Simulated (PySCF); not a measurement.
Fill in the blanks.

Compound: Si(vinyl)3(SiMe3), C9H18Si2.
Geometry (PBE0-D3(BJ)/def2-SVP, Å), atoms numbered from 1 in this order:
```xyz
29
C9H18Si2 angstrom
Si     0.356    0.584    0.268
C      0.252    0.534    2.143
C      1.318    0.539    2.953
H     -0.743    0.460    2.603
H      2.337    0.615    2.556
H      1.226    0.474    4.044
C      2.150    0.503   -0.279
C      2.787    1.489   -0.923
H      2.705   -0.427   -0.087
H      2.291    2.441   -1.141
H      3.827    1.396   -1.255
C     -0.442    2.156   -0.378
C     -0.891    3.150    0.399
H     -0.578    2.255   -1.464
H     -0.784    3.119    1.490
H     -1.379    4.041   -0.014
Si    -0.794   -1.278   -0.597
C     -2.590   -1.206   -0.020
C     -0.726   -1.229   -2.484
C      0.020   -2.860    0.036
H     -3.171   -2.055   -0.416
H     -3.071   -0.275   -0.357
H     -2.653   -1.239    1.080
H     -1.225   -0.329   -2.874
H      0.316   -1.219   -2.839
H     -1.227   -2.110   -2.919
H      1.063   -2.936   -0.311
H      0.027   -2.882    1.137
H     -0.521   -3.751   -0.322
```

```csv
property,level,value
"rotational constants A, B, C",PBE0-D3(BJ)/def2-SVP,"0.893, 0.572, 0.571 GHz"
dipole moment,B3LYP/def2-SVPD,0.21 D
HOMO energy,B3LYP/def2-SVPD,?
LUMO energy,B3LYP/def2-SVPD,-0.62 eV
lowest singlet excitation,TDDFT B3LYP/def2-SVPD,?
strongest line among the 10 lowest singlet transitions,TDDFT B3LYP/def2-SVPD,"S8/S9 at 6.45 eV (192 nm, f = 0.157 summed over these states)"
lowest triplet excitation (Tamm–Dancoff),TDA B3LYP/def2-SVPD,?
static isotropic polarisability,B3LYP/def2-SVPD,168.6 au
electronic spatial extent ⟨r²⟩ about the centre of nuclear charge,B3LYP/def2-SVPD,2659 bohr²
13C chemical shifts (computed TMS as zero) by class,GIAO B3LYP/pcSseg-1,"144.8 (C3/C8/C13), 143.2 (C2/C7/C12), -2.2 (C18/C19/C20) ppm"
1H chemical shifts (computed TMS as zero) by class,GIAO B3LYP/pcSseg-1,?
"isotropic shieldings of nuclei other than C and H, by class",GIAO B3LYP/pcSseg-1,?
core binding energies,"ΔSCF SCAN, pcX-2 on the ionised atom, pcseg-1 elsewhere, spin-free X2C, 2p3/2 from a spin–orbit splitting computed afterwards within the 2p shell","Si2p3/2 105.3 (Si17), Si2p3/2 105.4 (Si1), C1s 289.6 (C2/C7/C12), C1s 289.6 (C18/C19/C20), C1s 289.9 (C3/C8/C13), Si1s 1845.0 (Si17), Si1s 1845.1 (Si1) eV"
```

Gas-phase values; electronic properties from PySCF, density fitting. One conformer (not necessarily the lowest) at the PBE0-D3(BJ)/def2-SVP geometry, without solvent, vibrations or thermal averaging.

Problem. Give the 1H chemical shifts (computed TMS as zero) by class.

Solution. 6.31 (H4/H9/H14), 6.31 (H16), 6.30 (H11), 6.30 (H6), 5.98 (H5/H10/H15), 0.12 (H21/H22/H23/H24/H25/H26/H27/H28/H29) ppm.

Problem. Give the isotropic shieldings of nuclei other than C and H, by class.

Solution. 355 (Si17), 365 (Si1) ppm.

Problem. What is the lowest triplet excitation (Tamm–Dancoff)?

Solution. 4.16 eV.

Problem. The HOMO energy?

Solution. -6.54 eV.

Problem. Give the lowest singlet excitation.

Solution. 5.15 eV (241 nm, f = 0.129 summed over 2 states within 0.01 eV).

The dipole equals about 0.7 × 10⁻³⁰ C·m (1 D = 3.33564 × 10⁻³⁰ C·m). The largest Löwdin shares of the HOMO are 0.20 on Si17 and 0.19 on Si1. With B = h/(8π²I), that is 505.379 GHz u Å² over I, the principal moments of inertia are 566.2, 883.0 and 884.8 u Å² (most abundant isotopes); the inertial defect Ic − Ia − Ib is -564.4 u Å² (zero for a rigid planar frame, negative otherwise).

For the geometry optimisation (PBE0-D3(BJ)/def2-SVP), hardware: 2 threads of an AMD EPYC 9R45 (shared host). Cost: 2.0 min wall, 5.2 min CPU, 1.9 GiB resident at most.
